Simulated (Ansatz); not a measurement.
Reaction (redistribution): `O=C[NH][GeH3]` + `C[CH2][SbH2]` → `C[CH2][GeH3]` + `O=C[NH][SbH2]`

Computed with Ansatz on PBE0-D4/def2-TZVP structures; ΔE is electronic, products minus reactants. CBS: MP2 limit from def2 TZ/QZ plus the TZ coupled-cluster correction, frozen cores. Functionals use def2-TZVPP. HSE06 is defined as in plane-wave codes. def2 core potentials past Kr. For Ge, Sb outer-core shells are correlated without core-valence functions, which leaves a few kJ/mol of doubt a bond. Scalar relativity is left out up to krypton. Each species was taken in one conformer, which may not be the lowest.

`O=C[NH][GeH3]`:

Cartesian coordinates in Å:
```
O 1.124 1.315 0.968
C 0.149 0.694 1.332
N -0.510 -0.175 0.538
Ge 0.113 -0.429 -1.204
H -0.271 0.797 2.350
H -1.312 -0.651 0.920
H 1.537 -0.984 -1.154
H 0.035 0.896 -1.965
H -0.866 -1.461 -1.785
```

`C[CH2][SbH2]`:

Cartesian coordinates in Å:
```
C -0.773 -0.493 -0.644
C -0.487 0.447 0.511
Sb 1.613 0.727 0.979
H -1.850 -0.586 -0.822
H -0.382 -1.494 -0.448
H -0.312 -0.140 -1.569
H -0.953 0.098 1.436
H -0.883 1.448 0.319
H 2.062 0.938 -0.659
H 1.966 -0.946 0.896
```

`C[CH2][GeH3]`:

Cartesian coordinates in Å:
```
C -0.347 1.338 -0.415
C 0.544 0.367 0.347
Ge -0.025 -1.500 0.167
H -1.381 1.292 -0.063
H -0.006 2.370 -0.296
H -0.357 1.117 -1.485
H 0.559 0.608 1.413
H 1.579 0.433 -0.002
H -0.009 -1.916 -1.317
H -1.462 -1.667 0.699
H 0.905 -2.442 0.953
```

`O=C[NH][SbH2]`:

```xyz
8

O    -0.239   -1.472   -1.251
C    -0.323   -1.330   -0.044
N     0.090   -0.216    0.573
Sb    0.923    1.167   -0.724
H    -0.747   -2.111    0.612
H    -0.042   -0.115    1.567
H    -0.583    1.753   -1.286
H     0.921    2.324    0.552
```

```csv
level,ΔE (kJ/mol),difference from CCSD(T)/CBS
BLYP-D4,2.3,-7.0
PBE0-D4,7.5,-1.8
r2SCAN,6.1,-3.2
r2SCANh,7.6,-1.7
HSE06,7.5,-1.8
LC-ωPBE,7.1,-2.2
RPA@PBE/def2-TZVPP,11.3,2.0
HF/def2-SVP,20.5,11.2
CCSD(T)/def2-SVP,16.5,7.2
CCSD/CBS(def2),10.1,0.8
CCSD(T)/CBS,9.3,0
```

Q: What do rigid-rotor, harmonic-oscillator terms from PBE0-D4/def2-TZVP frequencies (298.15 K, 1 bar) make of the CCSD(T)/CBS value? (Estimate.)

A: Ansatz gave: ΔZPE = -1.6 kJ/mol, ΔH = +8.1 kJ/mol, ΔS = 3 J/(mol·K), ΔG = +7.3 kJ/mol.

Largest T1 diagnostic among the species: 0.017.

At CCSD(T), def2-SVP lies +7.2 kJ/mol from the extrapolated value and def2-TZVPP +3.8 kJ/mol. From r2SCAN to r2SCAN0 (25 % exact exchange), in def2-TZVPP and without D4, ΔE moves by +3.6 kJ/mol. Leaving LDA and LC-ωPBE aside and taking each functional with its dispersion term where it has one, the values, not all of them listed here, spread over 10.8 kJ/mol, from B97M-V to PBE-QIDH.
